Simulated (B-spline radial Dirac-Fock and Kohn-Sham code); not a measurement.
Z = 69 (thulium), transition energy 633 keV. Level of theory: a Dirac-Hartree-Slater potential of the neutral atom with a Latter tail (no hole, which puts coefficients of high multipoles low close above an edge), finite nucleus with surface currents; a radial B-spline solver. Subshells that would emit electrons below 1 keV are left out.

Q: A pure transition shows α(K) = 0.0490, L1/L2 = 9.71 and L1/L3 = 42.3. What is its multipolarity?
A. E2
B. M2
C. M4
D. E1
E. M1
F. E4
G. M3
H. E3

A: B. For comparison, α(K), L1/L2, L1/L3 are E1 0.00299, 14.3, 15.0; E2 0.00781, 3.38, 7.20; E3 0.0185, 1.33, 4.29; E4 0.0424, 0.744, 2.91; M1 0.0175, 14.7, 105; M3 0.114, 6.73, 12.6; M4 0.255, 5.01, 5.47.

Values without a named source are computed, but for edge energies of neutral atoms, which are taken from tables.
